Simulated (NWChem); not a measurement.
System: C$_{3}$H$_{3}$ cation

Input file for NWChem:

```
start job
memory heap 200 mb stack 900 mb global 1100 mb
charge 1
geometry units angstroms noautoz
  C      0.000000     0.000000    -1.338561
  C      0.000000     0.000000    -0.103285
  C      0.000000     0.000000     1.244730
  H      0.000000     0.000000    -2.425878
  H      0.000000     0.946802     1.807902
  H      0.000000    -0.946802     1.807902
end
basis spherical
  * library aug-cc-pvdz
end
dft
  xc b3lyp
  iterations 150
end
tddft
  cis
  nroots 8
  notriplet
end
task tddft energy
```

All runs use the structure optimised with PBE0/def2-SVP. B3LYP is NWChem's, with the RPA form of VWN correlation.

Vertical excitations in the gas phase.

Problem. What results follow from this input? (B3LYP/aug-cc-pVDZ, TDA.) Quantities: lowest excitation, singlet (eV); oscillator strength of that lowest state; lowest state with f > 0.02, singlet (eV); oscillator strength of that bright state; orbital gap (eV).

Solution. 
```json
{
 "lowest excitation, singlet (eV)": "2.23",
 "oscillator_strength_of_that_lowest_state": "0.000",
 "lowest state with f > 0.02, singlet (eV)": "5.73",
 "oscillator_strength_of_that_bright_state": "0.132",
 "orbital gap (eV)": "3.88"
}
```
